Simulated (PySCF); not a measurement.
SbHBr2, SMILES [Br][SbH][Br].

Geometry optimised at PBE0-D3(BJ)/def2-SVP. The structure was generated by enumeration; whether it is a known compound was not checked. The def2 effective core potentials stand for the cores of Sb; spin–orbit coupling is left out.

Method: r2SCAN/def2-TZVPD in PySCF.

Computed frontier levels, gap, dipole moment and polarisability:
highest occupied level: -6.96 eV
lowest empty level: -2.89 eV
orbital gap: 4.08 eV
dipole moment: 2.43 D
quadrupole, principal values (traceless, Buckingham form, about the centre of nuclear charge): -4.61, -0.31, 4.92 D·Å
mean static polarisability: 89.3 bohr³ (13.23 Å³)
polarisability, principal values: 70.1, 85.1, 112.6 bohr³
